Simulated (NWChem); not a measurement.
A series in which one site is exchanged, each optimised at PBE0/def2-SVP with NWChem, gas phase unless a solvent is named. This build's default masses of Se (78.918 u) and Br (79.917 u) are each other's, which moves their modes by up to 0.6 %. For some, no frequency run checked for a minimum. def2 effective core potentials on I; no spin-orbit coupling.

A: [F][Al]([F])[Br] (AlBrF₂; site = Br)
B: [F][AlH][F] (AlHF2; site = H)
C: [F][Al]([F])[I] (AlIF$_{2}$; site = I)
D: [F][Al]([F])[Cl] (AlClF2; site = Cl)

Values for A:

| Property | Result |
|---|---|
| dipole (D), PBE0/def2-SVP | 0.68 |
| orbital gap (eV), PBE0/def2-SVP | 7.83 |
| lowest singlet excitation, B3LYP/def2-SVPD, TDA (eV) | 5.99 |

How do these values change for the other members?


```tsv
change from A	B	C	D
dipole (D), PBE0/def2-SVP	+0.71	+0.31	-0.25
orbital gap (eV), PBE0/def2-SVP	+1.50	-0.98	+0.70
lowest singlet excitation, B3LYP/def2-SVPD, TDA (eV)	+1.81	-0.87	+0.71
```
